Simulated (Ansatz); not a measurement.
The cation of `[Mo][Mo]` at the neutral geometry.

```yaml
crystal:
  periodic: [false, false, false]
  atoms:
    - {symbol: Mo, position_ang: [-0.802409, 0.283947, -0.407265]}
    - {symbol: Mo, position_ang: [0.802409, -0.283947, 0.407265]}
basis:
  gaussian: {orbitals: def2-TZVPP}
total_charge: 1
magnetization: {spin_polarized: true, initial_magnetization: 1}
correlation: {method: ccsd_t}
scf: {omitted_lower_state_checks: [cluster_reference]}
```

```sh
$ ansatz run in.yaml --threads 2 --pin off --events-out ev --progress --plain --max-ram 32768MiB --backend cuda --devices 0, --max-vram 18GiB
```

It prints (some lines left out):

```
Functional definition: HF
765 factors; integrals over basis functions are off by at most 7.2e-4 eV
mean field evaluation 1: about -3657.2580 eV, gradient 3.8e1 eV
mean field evaluation 2: about -3657.8005 eV, gradient 3.7e1 eV
mean field evaluation 4: about -3662.2256 eV, gradient 1.4e0 eV
mean field evaluation 8: about -3662.2612 eV, gradient 8.8e-4 eV
mean field evaluation 16: about -3662.2612 eV, gradient 2.4e-3 eV
mean field evaluation 192: about -3661.9798 eV, gradient 1.0e-2 eV
mean field evaluation 320: about -3663.6197 eV, gradient 2.5e-2 eV
mean field evaluation 384: about -3663.5044 eV, gradient 2.4e-5 eV
mean field -3667.56682934 eV, -134.7805950122 hartree, gradient 5.0e-6 eV, S^2 3.622690; 26 other end points of the search recorded, 0 dependent functions left out
reference -3667.56682934 eV, -134.7805950122 hartree; 14, 13 occupied and 98, 99 virtual orbitals, 765 factors
second order -24.10056302 eV of doubles, -0.00000000 eV of singles
cycle   1  -21.76389006 eV  change     2.3e0 eV  update   2.7e-1
cycle   2  -23.17016329 eV  change    -1.4e0 eV  update   1.2e-1
cycle   3  -23.72301660 eV  change   -5.5e-1 eV  update   9.5e-2
cycle   4  -24.00052232 eV  change   -2.8e-1 eV  update   5.4e-2
cycle   5  -24.05711618 eV  change   -5.7e-2 eV  update   3.0e-2
cycle   6  -24.14848866 eV  change   -9.1e-2 eV  update   2.1e-2
cycle   7  -24.19466305 eV  change   -4.6e-2 eV  update   1.5e-2
cycle   8  -24.23372036 eV  change   -3.9e-2 eV  update   8.2e-3
cycle   9  -24.24835648 eV  change   -1.5e-2 eV  update   3.2e-3
cycle  10  -24.24599597 eV  change    2.4e-3 eV  update   1.3e-3
cycle  11  -24.24549383 eV  change    5.0e-4 eV  update   5.3e-4
cycle  12  -24.24679541 eV  change   -1.3e-3 eV  update   3.6e-4
cycle  13  -24.24674516 eV  change    5.0e-5 eV  update   1.7e-4
cycle  14  -24.24698817 eV  change   -2.4e-4 eV  update   1.0e-4
cycle  15  -24.24686154 eV  change    1.3e-4 eV  update   5.6e-5
cycle  16  -24.24675900 eV  change    1.0e-4 eV  update   3.0e-5
cycle  17  -24.24680134 eV  change   -4.2e-5 eV  update   1.4e-5
cycle  18  -24.24682229 eV  change   -2.1e-5 eV  update   6.8e-6
perturbative correction -1.56172788 eV, -0.0573924410 hartree
WARN: the results are in doubt because among natural orbitals full CI differs from the method by -0.082 eV
Total energy: -3693.37537951 eV, -135.7290417372 hartree
In doubt: among natural orbitals full CI differs from the method by -0.082 eV
Checks for a lower state left out: cluster_reference
```

Run time 33 s (2 threads of an AMD EPYC 7R13 on a shared host and a share of an NVIDIA H100 80 GB); peak host memory 0.8 GiB.
